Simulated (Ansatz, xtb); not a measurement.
# Two isomers of C8H10

We compare X, `Cc1cccc(C)c1`, a singlet, with Y, `Cc1ccc(C)cc1`, a singlet. Both are isolated molecules in the gas phase, relaxed with B3LYP-D3(BJ)/def2-SVP.

Task: Which of the two would you expect CCSD(T)/def2-SVP + ΔMP2/def2-TZVPP electronic energies to favour?

Result: CCSD(T)/def2-SVP + ΔMP2/def2-TZVPP gives E(Y) − E(X) = +0.14 kcal/mol, slightly favouring structure X, which is too small a margin to settle the true order.

Level by level:

```tsv
level	geometry	E(Y) − E(X) (kcal/mol)	departure from the last row (kcal/mol)	job, with rough time for the two
GFN2-xTB	GFN2-xTB	+0.07	−0.08	optimisation, 0.31 s
HF/STO-3G	GFN2-xTB	−0.02	−0.16	single point, 2.1 s
r2SCAN-D4/def2-SVP	GFN2-xTB	+0.15	+0.01	single point, 13 s
B3LYP-D3(BJ)/def2-SVP	B3LYP-D3(BJ)/def2-SVP	+0.08	−0.06	optimisation, 1.7 min
HF/def2-SVP	B3LYP-D3(BJ)/def2-SVP	+0.13	−0.01	part of the CCSD(T) run
MP2/def2-SVP	B3LYP-D3(BJ)/def2-SVP	0.00	−0.14	part of the CCSD(T) run
CCSD(T)/def2-SVP	B3LYP-D3(BJ)/def2-SVP	+0.08	−0.06	single point
CCSD(T)/def2-SVP + ΔMP2/def2-TZVPP	B3LYP-D3(BJ)/def2-SVP	+0.14		single point, 6.7 min
```

As drawn, both hold the same kinds of bond in the same numbers.

The largest departure from CCSD(T)/def2-SVP + ΔMP2/def2-TZVPP is that of HF/STO-3G, 0.16 kcal/mol. A small imaginary or near-zero mode remains, so no thermal terms are given. The last row adds to CCSD(T) the change of the MP2 difference between the two basis sets, here +0.06 kcal/mol.

The correlated steps freeze 8 core orbitals. Codes used: Ansatz 0.2.0, xtb 6.7.1; the last row on 2 threads of Intel(R) Xeon(R) Processor @ 2.50GHz (Skylake/Cascade Lake) on a shared host.
